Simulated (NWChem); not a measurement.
CH2O3Si; SMILES O=C1O[SiH2]O1

```xyz
7

O      0.0000     0.0000     2.1126
C      0.0000     0.0000     0.9211
O      0.0000     1.1006     0.0651
Si     0.0000     0.0000    -1.2670
O      0.0000    -1.1006     0.0651
H     -1.2519     0.0000    -2.0766
H      1.2519     0.0000    -2.0766
```
Atoms are numbered in this order, from 1.

All runs: NWChem. Pople sets run with spherical d functions. Coordinates come from a PBE-D3(BJ)/def2-SVP optimisation. Level: M05-2X/6-31G* with SMD (1 M gas to 1 M solution), gas-phase geometry. Reactions with the solvent are ignored.

```json
[
 {"solvent": "water", "dielectric constant": "78.4", "solvation free energy (kcal/mol)": "-6.3", "cavity-dispersion-structure term (kcal/mol)": "3.7", "dipole in solution (D)": "6.40"},
 {"solvent": "2-propanol", "dielectric constant": "19.3", "solvation free energy (kcal/mol)": "-6.1", "cavity-dispersion-structure term (kcal/mol)": "___", "dipole in solution (D)": "___"},
 {"solvent": "ethylene glycol", "dielectric constant": "40.2", "solvation free energy (kcal/mol)": "-2.7", "cavity-dispersion-structure term (kcal/mol)": "7.1", "dipole in solution (D)": "6.37"},
 {"solvent": "diethyl ether", "dielectric constant": "4.24", "solvation free energy (kcal/mol)": "-6.4", "cavity-dispersion-structure term (kcal/mol)": "-1.7", "dipole in solution (D)": "5.74"},
 {"solvent": "1,4-dioxane", "dielectric constant": "2.21", "solvation free energy (kcal/mol)": "-4.6", "cavity-dispersion-structure term (kcal/mol)": "-1.3", "dipole in solution (D)": "5.52"}
]
```

Q: Complete the blanks.

A: 
- 2-propanol, cavity-dispersion-structure term (kcal/mol): 2.6
- 2-propanol, dipole in solution (D): 6.22
